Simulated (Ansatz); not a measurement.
`BC(=C)CC` and `BC=C` differ in one atom or group.

Ansatz, PBE0-D4/def2-TZVP geometries, multiplicity 1. Each molecule was computed in one conformer, which needn't be the lowest.

| property | `BC(=C)CC` |
| --- | --- |
| size of the dipole moment (ωB97M-V/def2-TZVPP) / D | 1.14 |
| size of the dipole moment (PBE/def2-TZVPP) / D | 1.27 |
| HOMO energy (ωB97M-V/def2-TZVPP) / eV | -10.13 |
| HOMO energy (PBE0/def2-TZVPP) / eV | -7.93 |
| HOMO–LUMO gap (PBE0/def2-TZVPP) / eV | 5.99 |
| LUMO energy (ωB97M-V/def2-TZVPP) / eV | 0.06 |

Q: What does the change do to each property? (An estimate is asked.)

A: Ansatz gave: 
```json
{"property": "size of the dipole moment (ωB97M-V/def2-TZVPP) / D", "`BC=C`": "1.29", "shift": "0.15"}
{"property": "size of the dipole moment (PBE/def2-TZVPP) / D", "`BC=C`": "1.42", "shift": "0.15"}
{"property": "HOMO energy (ωB97M-V/def2-TZVPP) / eV", "`BC=C`": "-10.74", "shift": "-0.61"}
{"property": "HOMO energy (PBE0/def2-TZVPP) / eV", "`BC=C`": "-8.51", "shift": "-0.58"}
{"property": "HOMO–LUMO gap (PBE0/def2-TZVPP) / eV", "`BC=C`": "6.42", "shift": "0.43"}
{"property": "LUMO energy (ωB97M-V/def2-TZVPP) / eV", "`BC=C`": "-0.06", "shift": "-0.12"}
```

With PBE0 the HOMO falls by 0.58 eV and the LUMO falls by 0.15 eV, so the gap widens by about 0.43 eV. PBE moves the HOMO by -0.58 eV and ωB97M-V by -0.61 eV. Dipoles are sizes alone; their direction can turn.
